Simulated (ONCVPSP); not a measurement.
## Configuration tests for Tl (ONCV)

* Element: Tl (Z = 81)
* Generator: ONCVPSP 4.0.1
* Type: optimised norm-conserving Vanderbilt (ONCV)
* Functional: LDA (Perdew-Wang 92)
* Relativity: scalar-relativistic
* Frozen core: [Xe] 4f14 5d10
* Valence charge: 3
* Reference configuration: 6s2 6p1
* Partial waves: 6s: rc 2.05 bohr, ncon 5, nbas 9, qcut 2.8 1/bohr, 1 projector; 6p: rc 2.45 bohr, ncon 4, nbas 8, qcut 3.5 1/bohr, 2 projectors, debl 3.3 Ha
* Local potential: polynomial inside 2.00 bohr (lpopt 5, dvloc0 6 Ha)
* Core correction: Teter function, fcfact 5.25, rcfact 1.7

Energies are relative to the spin-unpolarised reference configuration 6s2 6p1; without spin polarisation the order of configurations can differ from experiment.

| valence configuration | charge | ΔE all-electron (eV) | error AE − PS (meV) |
| --- | --- | --- | --- |
| 6s2 6p0 | +1 | 5.403 | -152 |
| 6s1 6p0 | +2 | 26.596 | -699 |
| 6s2 6p0.5 | +0.5 | 1.966 | -30 |

Q: What are ΔE and the potential's error for 6s1 6p2?

A: ΔE = 7.485 eV all-electron; the error (AE − PS) is -47 meV.
